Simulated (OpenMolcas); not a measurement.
An OpenMolcas run meant for Ta²⁺ (ANO-RCC-VTZP, DKH4; inactive shells 1s 2s 2p 3s 3p 3d 4s 4p 4d 4f 5s 5p; intended active space 3 electrons in 10 orbitals (5d 6d)). One step of its input:

```
&CASPT2
Multistate=10 1 2 3 4 5 6 7 8 9 10
Frozen=14 16
IPEA=0.25
Imaginary=0.1
MaxIter=60
WThr=0.0 0.3 0.05
PrWF=0.5
NoMix
Deleted=22 23
```

The run finished. Its levels beside those of a sound run (SS-CASPT2, IPEA 0.25 Eh, imaginary shift 0.1 Eh (closed shells correlated: 5s 5p)), in cm-1 above each run's lowest level:

```csv
Level,This run,Usual run
5d3 4F 3/2,0.0,0.0
5d3 4F 5/2,2506,2576
5d3 4F 7/2,5034,5042
5d3 4F 9/2,7357,7169
5d3 4P 1/2 [52 %],10514,9840
5d3 2G 7/2,13994,12460
5d3 4P 5/2,14782,14450
5d3 2P 1/2 [52 %],15722,14924
5d3 2D 5/2(1),19523,18655
5d3 2H 11/2,21303,19019
5d3 2F 7/2,26744,24509
5d3 2F 5/2,26844,24637
5d3 2D 5/2(2),39029,37266
5d3 2D 3/2(2),39054,37304
```

Q: Which setting is unsound, and how much does it matter here?

A: Nearly half of the orbitals are deleted from the virtual space, which removes much of the correlation energy. Against the sound run the excited levels shown move by 1100 cm-1 on average and by 2300 cm-1 at most.

Term energies are means over components that CASPT2 splits; among the terms shown or strongly mixed into the levels shown the widest spread is 1700 cm-1 (5d3 2H, this run). Active for correlation alone: 6d; no level in the range computed is led by a configuration that fills it, so any true level of that kind is missing. The CASPT2 spread within a term exceeds the gap to the next term for 5d3 2P and 5d3 2G, 5d3 2G and 5d3 4P, so the order of their levels is uncertain (figures for the sound run; the like holds for this run). Levels of configurations outside the active space are missing.

A share in square brackets marks a mixed level and gives the weight of the term that names it, the lowest over the columns. A number in round brackets counts repeated terms of one configuration in the order of the reference energies.
